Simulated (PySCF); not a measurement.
C3H5NOSSi.
SMILES with atom numbers: `[SiH3:1][O:2][c:3]1[cH:4][s:5][cH:6][n:7]1` (hydrogens: H8, H9, H10 on Si1; H11 on C4; H12 on C6)

Geometry (GFN2-xTB, Å), atoms numbered from 1 in this order:
```xyz
12
C3H5NOSSi angstrom
Si    -2.225    0.285   -0.156
O     -0.965   -0.770   -0.073
C      0.309   -0.448    0.097
C      1.332   -1.352    0.167
S      2.825   -0.533    0.391
C      1.956    0.961    0.374
N      0.687    0.852    0.216
H     -2.326    1.046    1.087
H     -3.276   -0.706   -0.333
H     -2.055    1.183   -1.295
H      1.278   -2.418    0.100
H      2.462    1.899    0.487
```

The closed-shell SCF was solved with PySCF and density fitting under several settings on one GFN2-xTB geometry (grid level 2 and gas phase unless stated).

```tsv
settings	basis functions	SCF cycles	E (Eh)	HOMO (eV)	LUMO (eV)	dipole (D)
OPBE/aug-pcSseg-1	241	17	-934.7797	-5.61	-1.69	0.51
KT3/IGLO-II	210	18	-943.9097	-5.56	-1.60	0.67
```

Estimate the row for these settings: WP04/Sadlej pVTZ, IEF-PCM cyclohexane, fitting basis def2-universal-jkfit.

```csv
settings,basis functions,SCF cycles,E (Eh),HOMO (eV),LUMO (eV),dipole (D)
"WP04/Sadlej pVTZ, IEF-PCM cyclohexane, fitting basis def2-universal-jkfit",229,11,-947.5993,-7.71,-2.93,0.80
```

Over all rows, what range does the HOMO–LUMO gap span?

From 3.92 eV (OPBE/aug-pcSseg-1) to 4.78 eV (WP04/Sadlej pVTZ, IEF-PCM cyclohexane, fitting basis def2-universal-jkfit). The functional of the narrowest has no exact exchange, that of the widest 12 % exact exchange.

And the dipole moment?

From 0.51 D (OPBE/aug-pcSseg-1) to 0.80 D (WP04/Sadlej pVTZ, IEF-PCM cyclohexane, fitting basis def2-universal-jkfit); the largest is 1.57 times the smallest, and the median is 0.67 D.

Whole jobs, the steps after the SCF included, on an Arm Neoverse V1 with one thread, shared host:

| settings | work after the SCF | wall time | peak memory |
| --- | --- | --- | --- |
| OPBE/aug-pcSseg-1 | shieldings, ring-centre shieldings | 48 s | 0.85 GiB |
| KT3/IGLO-II | 6 singlets by full TDDFT, 2 Tamm–Dancoff triplets, polarisability | 33 s | 0.66 GiB |
| WP04/Sadlej pVTZ, IEF-PCM cyclohexane, fitting basis def2-universal-jkfit | shieldings, ring-centre shieldings, charges and field gradients | 40 s | 1.1 GiB |

Cycle counts include a coarse-grid stage where the run had one. KT3 and WP04 were designed for NMR shieldings or shifts; total energies of different functionals aren't comparable. Geometry: GFN2-xTB, one conformer.
